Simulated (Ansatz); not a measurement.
Geometry optimisation, Ansatz, RKS CAM-B3LYP-D4/6-31G*.

input.yaml

```yaml
crystal:
  periodic: [false, false, false]
  atoms:
    - { symbol: B, position_ang: [0.0, 0.0, 0.0] }
    - { symbol: H, position_ang: [0.0, 0.0, 1.54] }
    - { symbol: Cl, position_ang: [1.6108, 0.0, -0.93] }
    - { symbol: "N", position_ang: [-1.3423, 0.0, -0.775] }
    - { symbol: H, position_ang: [-2.0112, -0.8164, -0.6764] }
    - { symbol: H, position_ang: [-1.5914, 0.8164, -1.4036] }
    - { symbol: O, position_ang: [0.0766, 1.621, 0.5392] }
    - { symbol: H, position_ang: [0.4753, 1.6492, 1.4668] }
    - { symbol: H, position_ang: [0.0407, 0.8604, 1.537] }
basis:
  gaussian: { orbitals: "6-31G*" }
hamiltonian:
  xc: cam_b3lyp
  dispersion: d4
relax:
  f_tol: 0.15
  max_steps: 25
  restrain:
    - { distance: [0, 6], at: 1.41, k: 30.0 }
    - { distance: [8, 1], at: 0.66, k: 30.0 }
    - { distance: [0, 1], at: 2.39, k: 30.0 }
    - { distance: [8, 6], at: 2.21, k: 30.0 }
output:
  orbitals: {}
```

Launched with:

```bash
$ ansatz run input.yaml --threads 2 --pin off --max-ram 3072MiB --backend cpu --events-out ev --progress --plain --runs-dir out
```

Where does it end, and by what steps?

The forces met the threshold. The restraints hold the end off the free minimum; the threshold counts their pulls, which the force column leaves out. Restrained pairs: B1–O7 (1.71 → 1.38 Å), H2–H9 (0.86 → 0.71 Å), B1–H2 (1.54 → 2.40 Å), O7–H9 (1.26 → 2.22 Å). After 11 steps the energy has fallen by 6.896 eV (the restraints' own energy left out); H8 moved furthest, 1.12 Å.

```
step  energy less start (eV)  largest force component (eV/Å)  accepted
   0                  0.0000                           4.251       yes
   1                 -1.8769                           5.741       yes
   2                 -3.5659                           4.689       yes
   3                 -5.0283                           3.087       yes
   4                 -5.7696                           1.507       yes
   5                 -6.2291                           1.660       yes
   6                 -6.6042                           1.307       yes
   7                 -6.8034                           1.441       yes
   8                 -6.8500                           1.346       yes
   9                 -6.9131                           0.688       yes
  10                 -6.8924                           1.588       yes
  11                 -6.8961                           1.538       yes
```

```xyz
9
Properties=species:S:1:pos:R:3
B -0.019 0.590 -0.309
H -0.352 -0.281 1.903
Cl 1.471 -0.365 -0.610
N -1.242 0.104 -0.761
H -1.342 -0.776 -1.241
H -2.099 0.614 -0.610
O 0.063 1.808 0.340
H 0.977 2.040 0.551
H -0.198 0.398 2.035
```

The run took 28 s on 2 threads of Arm Neoverse V1, with other jobs on the host, peak memory 0.19 GiB.
